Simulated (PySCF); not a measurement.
**Te⁺ (tellurium, charge +1) across methods**

[Kr] 4d10 5s2 5p2 6s1, high-spin 4P determinant (an excited configuration). Calculation: PySCF 2.14, in aug-cc-pV5Z-PP with ECP28MDF; a scalar-relativistic core potential.

```tsv
method	E (hartree)	mean ε 5s β (eV)	mean ε 5p α (eV)	mean ε 6s α (eV)	Σ⟨r²⟩ (bohr²)	⟨S²⟩
M06-2X	-267.2382	-27.192	-19.711	-7.925	64.95	3.755
LDA	-266.8898	-26.395	-17.385	-6.991	64.83	3.751
PBE	-267.2917	-25.728	-17.187	-6.858	63.96	3.751
PBE0	-267.3038	-26.844	-18.553	-7.302	65.02	3.752
UHF	-266.34843	-28.862	-21.854	-8.191	69.08	3.758
```

Energies and moments cover only the electrons outside the core potential. The outer electron is Rydberg-like, and this basis confines it to a smaller radius and binds it less than a complete one would.
